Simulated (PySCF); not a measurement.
# How methods differ on the excitation energy of Sn

Sn [Kr] 4d10 5s2 5p2 (3P) → Sn [Kr] 4d10 5s2 5p1 5d1 (high-spin determinant), as a difference of total energies. Calculation: PySCF 2.14, in aug-cc-pV5Z-PP with ECP28MDF; scalar relativity through the core potential. Correlated levels: valence: 4s2 4p6 4d10 frozen. The calculations carry no spin-orbit coupling.

```tsv
method	excitation energy (eV)
UHF	5.421
PBE	5.115
r2SCAN	5.474
M06	5.027
MN15	5.676
MP2 (valence)	5.544
SCS-MP2 (valence)	5.527
```

Question: Estimate what PBE0 gives.

Answer: 5.299 eV, closest to UHF among the rows shown.

Question: Estimate what LDA gives.

Answer: 5.308 eV, closest to UHF among the rows shown.

The promoted electron is Rydberg-like, and one or two diffuse shells describe it only roughly, which tends to raise the upper state.

The determinant of the upper state mixes LS terms, which raises its energy above the lowest term, most at the Hartree-Fock and MP2 levels.
